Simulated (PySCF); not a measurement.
CH4N2O2Si, SMILES N#CO[Si@@H](N)O.

The structure is a stationary point at TPSSh-D3(BJ)/def2-SVP. The structure was generated by enumeration; whether it is a known compound was not checked. Other conformers were not sampled.

Two levels are set side by side: PBE/def2-TZVP (PySCF) and PBE0/def2-TZVP (PySCF). Same geometry, gas phase. Differences are taken from unrounded values.

```
quantity                      PBE0
---------------------------  -----
orbital gap (eV)              8.76
highest occupied level (eV)  -8.47
lowest empty level (eV)       0.29
dipole moment (D)             4.88
mean polarisability (bohr³)   52.0
```

What does PBE give, and how far is it from PBE0? (The exact figures need the calculation; the answer reports its results.)


| quantity | PBE | PBE minus PBE0 |
|---|---|---|
| orbital gap (eV) | 6.38 | -2.38 |
| highest occupied level (eV) | -7.03 | 1.44 |
| lowest empty level (eV) | -0.65 | -0.94 |
| dipole moment (D) | 4.89 | 0.01 |
| mean polarisability (bohr³) | 54.6 | 2.5 |

PBE's occupied levels lie high since its potential decays too fast outside the molecule; exact exchange lowers them and widens the gap. Loosely held outer electrons make PBE densities more polarisable. Differences between two approximate levels are no errors against the true value.

Rough cost on one machine, each run with all the roots and properties that it gave: PBE0 against PBE within a factor of 2.
